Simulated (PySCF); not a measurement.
**Si2BH6NF2**

Si2BH6NF2 is a small molecule, neutral, singlet. The structure, one conformer, was relaxed in the gas phase by PBE0-D3(BJ)/def2-SVP. No frequency run checks that it is a minimum.

SMILES: N[Si](F)(F)B[SiH3]

Coordinates in Å:
```
Si1    -1.094    0.969    0.207
F2     -2.373    0.182    0.835
N3      0.076    1.442    1.350
B4     -0.293   -0.243   -1.152
Si5     1.026   -1.672   -0.638
F6     -1.712    2.357   -0.353
H7      0.676    0.772    1.816
H8      0.005    2.317    1.856
H9     -0.526   -0.110   -2.330
H10     1.064   -1.974    0.829
H11     0.820   -2.951   -1.385
H12     2.370   -1.117   -1.018
```

Shieldings: GIAO PBE0/pcSseg-1. Shifts are against computed references at the same level: H TMS (σ 31.27 ppm), Si TMS (σ 352.0 ppm). Core levels by delta-SCF with SCAN, pcX-2 on the ionised atom and pcseg-1 elsewhere, spin-free X2C (2p3/2 is the spin-free 2p value less a third of a first-order spin-orbit splitting); from the vacuum level, for chosen atoms.

Question: Give the NMR and core-level values of the distinct atoms.

Answer: 
```csv
atoms,bonded to,σ (ppm),δ (ppm),core level (eV)
Si1,1 B + 2 F + 1 N,381.2,-29.3,2p3/2 108.43
F2,1 Si,294.7,-,1s 692.13
N3,1 Si + 2 H,229.0,-,1s 405.29
B4,2 Si + 1 H,-35.4,-,-
Si5,1 B + 3 H,447.8,-95.8,-
F6,1 Si,337.1,-,1s 692.31
H7,1 N,29.85,1.42,-
H8,1 N,29.61,1.66,-
H9,1 B,18.80,12.47,-
H10 H11 H12,1 Si,27.41,3.86,-
```

Values are those of this one static structure, with the three H of a rotating XH3 group averaged; atoms that internal rotation interchanges would show their mean in an NMR spectrum.

Core levels of B4 are left out, their hole states being strongly spin-contaminated.

Question: By CAM-B3LYP/def2-SVPD (TDDFT singlets, Tamm-Dancoff triplets, ionisation by delta-SCF), where does absorption start, and what does vertical ionisation take?

Answer: The first singlet with intensity lies at 4.57 eV (f 0.007); what lies below it is dark. The lowest singlet lies at 3.66 eV (f 0.001), the strongest of the first 6 at 6.56 eV (f 0.062), the lowest triplet at 2.88 eV; vertical ionisation takes 10.42 eV.
